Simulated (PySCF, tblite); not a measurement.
C4H10N2Si2.
Atom-mapped SMILES: `[CH2:1]=[CH:2][Si@@H:3]([CH2:4][C:5]#[N:6])[SiH2:7][NH2:8]` (hydrogens: H9, H10 on C1; H11 on C2; H12 on Si3; H13, H14 on C4; H15, H16 on Si7; H17, H18 on N8)

Structure used (GFN2-xTB), in Å, numbered top down from 1:
```xyz
18
C4H10N2Si2 angstrom
C     -3.153    0.256   -0.349
C     -2.017   -0.425   -0.361
Si    -0.483    0.072    0.618
C      0.371   -1.627    1.002
C      1.578   -1.406    1.719
N      2.548   -1.168    2.281
Si     0.937    1.515   -0.513
N      2.477    0.750   -0.557
H     -3.275    1.133    0.265
H     -4.011   -0.026   -0.940
H     -1.957   -1.297   -1.003
H     -0.936    0.561    1.935
H     -0.283   -2.270    1.593
H      0.610   -2.142    0.071
H      0.599    1.711   -1.928
H      0.909    2.855    0.106
H      2.855    0.344    0.286
H      3.221    1.172   -1.089
```

Computed, not measured: CAM-B3LYP/def2-SVPD in PySCF (dipole) on a GFN2-xTB geometry, gas phase.

Take the most abundant isotopes and a rigid rotor. The values belong to one conformer with, in the numbering `[CH2:1]=[CH:2][Si@@H:3]([CH2:4][C:5]#[N:6])[SiH2:7][NH2:8]`, C1–C2–Si3–C4 150°, C2–Si3–C4–C5 179°, C2–Si3–Si7–N8 -123°, Si3–Si7–N8–H -47° and 174°.

**Question.** Give the principal moments of inertia and the rotational constants in MHz.

**Answer.** Ia = 291.27, Ib = 503.27, Ic = 733.16 u·Å²; 505379 MHz·u·Å²/I gives A = 1735, B = 1004, C = 689.3 MHz.

**Question.** Classify the top.

**Answer.** An asymmetric top; Ray's κ = -0.398.

**Question.** Is it planar, by Δ = Ic − Ia − Ib?

**Answer.** Not planar: Δ = Ic − Ia − Ib = -61.37 u·Å². For a rigid frame Δ = −2 Σ m c², so Σ m c² = 30.69 u·Å² lies off the ab plane: 13.13 from hydrogen and 17.56 from heavier atoms. The atom farthest from that plane is 1.74 Å away.

**Question.** Predict some low-J microwave lines.

**Answer.** The dipole components are |μa| = 3.23 D, |μb| = 0.36 D, |μc| = 1.26 D. The squared components, which scale the intensities, stand as 1.00 : 0.01 : 0.15 (a : b : c). Some lines, for components of 0.1 D or more:

| type | branch | J(Ka,Kc) | MHz | lower level (cm⁻¹) |
| --- | --- | --- | --- | --- |
| c | Q | 1(1,1) ← 1(0,1) | 731 | 0.056 |
| b | Q | 1(1,0) ← 1(0,1) | 1046 | 0.056 |
| c | Q | 3(2,2) ← 3(1,2) | 1780 | 0.398 |
| b | Q | 4(2,2) ← 4(1,3) | 2285 | 0.638 |
| b | Q | 4(1,3) ← 4(0,4) | 3185 | 0.532 |
| b | R | 3(1,2) ← 2(2,1) | 3300 | 0.288 |
| c | Q | 4(3,2) ← 4(2,2) | 3693 | 0.714 |
| a | R | 2(1,1) ← 1(1,0) | 3702 | 0.091 |
| b | R | 3(0,3) ← 2(1,2) | 4286 | 0.183 |
| a | R | 3(2,1) ← 2(2,0) | 5377 | 0.291 |
| b | Q | 4(4,0) ← 4(3,1) | 6016 | 0.841 |
| b | R | 4(1,4) ← 3(0,3) | 6290 | 0.326 |
| b | R | 2(2,0) ← 1(1,1) | 6291 | 0.081 |
| c | R | 3(1,2) ← 2(0,2) | 6936 | 0.167 |
| b | R | 3(2,2) ← 2(1,1) | 7273 | 0.215 |
| a | R | 4(2,2) ← 3(2,1) | 7321 | 0.470 |
| c | R | 4(1,3) ← 3(0,3) | 9346 | 0.326 |
| b | R | 3(3,1) ← 2(2,0) | 9486 | 0.291 |
| c | R | 3(3,0) ← 2(2,0) | 9500 | 0.291 |

Its lowest GFN2-xTB frequency is 15 cm⁻¹, too small to tell a flat minimum from a shallow saddle. No vibrational averaging or centrifugal distortion is included, and the geometry carries the error of its method. A rigid rotor knows nothing of inversion at nitrogen, which can split or shift real lines. Quadrupole hyperfine structure (14N) is left out.
